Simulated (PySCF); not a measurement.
## Telling isomers of C$_{7}$H$_{10}$OSi$_{2}$ apart by NMR

One conformer, fast rotation and ring inversion assumed for equivalent nuclei, gas phase, non-relativistic Hamiltonian. Shielding tensors at PBE0/pcSseg-1 (GIAO); structure optimised with GFN2-xTB; PySCF 2.14.0 with density-fitted response routines.

Shifts are taken against calculated references (same method and geometry level): 1H (σref 31.72), 13C (σref 186.93) vs TMS. Where no couplings were computed, multiplicities follow the n + 1 count of equivalent neighbours, and m marks all less simple cases (inequivalent or close neighbours, rings, F or P nearby). Shifts are as computed. Against solution values, carbons near 30 ppm lie about +3 ppm off and those near 130 ppm about +5 ppm. Of 1211 compounds with measured shifts, 218 miss one by over three times the rms of a fit or turn the order of signals round; such compounds aren't used in these exercises.

(1) Tabulate the signals of `C=C1[SiH2]C(C=O)=C([SiH3])C1=C`, `C=C1[SiH2]C([SiH3])=C(C=O)C1=C` and their relative energies.

(2) What is the quickest way to tell C=C1[SiH2]C(C=O)=C([SiH3])C1=C from C=C1[SiH2]C([SiH3])=C(C=O)C1=C?

## Answers

(1) 
| SMILES | carbon types | δC | δH | E rel. (kcal/mol) |
| --- | --- | --- | --- | --- |
| C=C1[SiH2]C(C=O)=C([SiH3])C1=C | 4×C 1×CH 2×CH2 | 200.5, 197.0, 158.1, 150.1, 148.3, 133.5, 131.3 | 9.97 (s, 1H), 7.04 (br s, 1H), 6.94 (br s, 1H), 6.72 (br s, 1H), 6.17 (br s, 1H), 4.99 (s, 2H), 4.57 (s, 3H) | 0.8 |
| C=C1[SiH2]C([SiH3])=C(C=O)C1=C | 4×C 1×CH 2×CH2 | 193.2, 184.0, 163.9, 153.5, 149.5, 133.7, 109.7 | 10.10 (s, 1H), 6.95 (br s, 1H), 6.14 (br s, 1H), 6.11 (m, 1H), 6.05 (m, 1H), 5.00 (s, 2H), 4.53 (s, 3H) | 0.0 |

Energies are electronic energies at PBE0/pcSseg-1 on these geometries, without zero-point or thermal terms, each for the one conformer computed, which needn't be the lowest.

(2) Both give the same number of carbon signals, with the same numbers of each carbon type, so the positions decide. The first has a β carbon of a C=C–C=O unit (C) at 200.5 ppm, the second a terminal =CH2 carbon at 109.7 ppm. Their most deshielded carbons lie at 200.5 and 193.2 ppm.
